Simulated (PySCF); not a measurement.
`O=C(F)c1cc([SiH3])co1`, C5H5FO2Si

Molfile (atoms numbered from 1):
```
C5H5FO2Si
     RDKit          3D

 14 14  0  0  0  0  0  0  0  0999 V2000
   -3.7772   -0.5725    0.7212 O   0  0  0  0  0  0  0  0  0  0  0  0
   -2.8808    0.1269    0.3930 C   0  0  0  0  0  0  0  0  0  0  0  0
   -3.1310    1.4394    0.0690 F   0  0  0  0  0  0  0  0  0  0  0  0
   -1.4709   -0.1489    0.2564 C   0  0  0  0  0  0  0  0  0  0  0  0
   -0.4216    0.6618   -0.1210 C   0  0  0  0  0  0  0  0  0  0  0  0
    0.7454   -0.1306   -0.0822 C   0  0  0  0  0  0  0  0  0  0  0  0
    2.5052    0.3972   -0.4770 Si  0  0  0  0  0  4  0  0  0  0  0  0
    0.3039   -1.3679    0.3195 C   0  0  0  0  0  0  0  0  0  0  0  0
   -1.0091   -1.3941    0.5245 O   0  0  0  0  0  0  0  0  0  0  0  0
   -0.4914    1.6949   -0.3941 H   0  0  0  0  0  0  0  0  0  0  0  0
    2.4331    1.5803   -1.3329 H   0  0  0  0  0  0  0  0  0  0  0  0
    3.1848    0.7072    0.7818 H   0  0  0  0  0  0  0  0  0  0  0  0
    3.1660   -0.7131   -1.1625 H   0  0  0  0  0  0  0  0  0  0  0  0
    0.8430   -2.2812    0.4820 H   0  0  0  0  0  0  0  0  0  0  0  0
  1  2  2  0
  2  3  1  0
  2  4  1  0
  4  5  2  0
  5  6  1  0
  6  7  1  0
  6  8  2  0
  8  9  1  0
  9  4  1  0
  5 10  1  0
  7 11  1  0
  7 12  1  0
  7 13  1  0
  8 14  1  0
M  END
```

The calculation used GIAO B3LYP/pcSseg-1 magnetisability, rotational g tensor and spin-rotation constants, non-relativistic, gas phase in PySCF. Geometry: GFN2-xTB.

Give the nuclear spin-rotation constants along the inertial axes (H = +C I·J) beside the isotropic shieldings.

Rotational constants 3.8477, 0.7068, 0.6012 GHz. A star marks the isotopologue with that one atom substituted, in its own axes.
| atom | isotope | Caa (kHz) | Cbb (kHz) | Ccc (kHz) | mean (kHz) | σ (ppm) |
| --- | --- | --- | --- | --- | --- | --- |
| F3 | 19F | 10.900 | 0.794 | 0.975 | 4.223 | 147.1 |
| H10 | 1H | -0.379 | 0.081 | -0.070 | -0.123 | 24.2 |
| H11 | 1H | -0.356 | 0.018 | -0.047 | -0.128 | 27.4 |
| H12 | 1H | -0.292 | -0.067 | 0.018 | -0.114 | 27.3 |
| H13 | 1H | -0.197 | -0.031 | -0.029 | -0.086 | 27.4 |
| H14 | 1H | -0.205 | 0.041 | -0.064 | -0.076 | 24.1 |
| O1 | 17O* | -1.998 | -0.407 | -0.061 | -0.822 | -91.3 |
| C2 | 13C* | 1.244 | 0.311 | 0.183 | 0.579 | 25.5 |
| C4 | 13C* | 1.650 | 0.271 | 0.138 | 0.686 | 33.6 |
| C5 | 13C* | 1.475 | 0.336 | 0.089 | 0.633 | 42.0 |
| C6 | 13C* | 1.726 | 0.248 | 0.070 | 0.681 | 62.2 |
| Si7 | 29Si* | -2.026 | -0.381 | -0.338 | -0.915 | 421.6 |
| C8 | 13C* | 1.820 | 0.283 | 0.136 | 0.746 | 19.3 |
| O9 | 17O* | -1.621 | -0.299 | -0.067 | -0.662 | 5.8 |

For the geometry as given, no vibrational averaging.
